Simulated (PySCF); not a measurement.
A species of formula BH8NSi2 has this rotational fingerprint, computed with PySCF 2.14.0, PBE0-D3(BJ)/def2-SVP geometry optimisation, gas phase:

- Rotational constants: A = 5107, B = 2901, C = 2109 MHz
- Dipole components: |μa| = 1.25 D, |μb| = 1.04 D, |μc| = 0.21 D
- Inertial defect: -33.54 u·Å²
- κ: -0.47

Question: Which candidate fits, each taken in the one conformer that was computed?
A. `BN([SiH3])[SiH3]`
B. `[BH2:1][Si@@H:2]([NH2:3])[SiH3:4]` with H–B1–Si2–N3 -9° and 176°, B1–Si2–N3–H 172° and -48°
C. `[BH2:1][SiH2:2][NH:3][SiH3:4]` with H–B1–Si2–N3 -176° and 5°, B1–Si2–N3–Si4 -38°

Answer: B. It is B[Si@@H](N)[SiH3], an asymmetric top, point group C1. The candidates at the same level (rigid rotor, commonest isotopes):

```
           SMILES  A (MHz)  B (MHz)  C (MHz)  μa (D)  μb (D)  μc (D)  Δ (u·Å²)  point group           rotor
B[Si@@H](N)[SiH3]     5107     2901     2109    1.25    1.04    0.21    -33.54           C1  asymmetric top
   B[SiH2]N[SiH3]     8048     2306     1898    0.10    0.53    0.34    -15.67           C1  asymmetric top
 BN([SiH3])[SiH3]     6469     3092     2199    0.00    0.96    0.00    -11.76            –  asymmetric top
```

`BN([SiH3])[SiH3]` has A 27 % too high; `B[SiH2]N[SiH3]` has A 58 % too high. No structure here is proved a minimum.
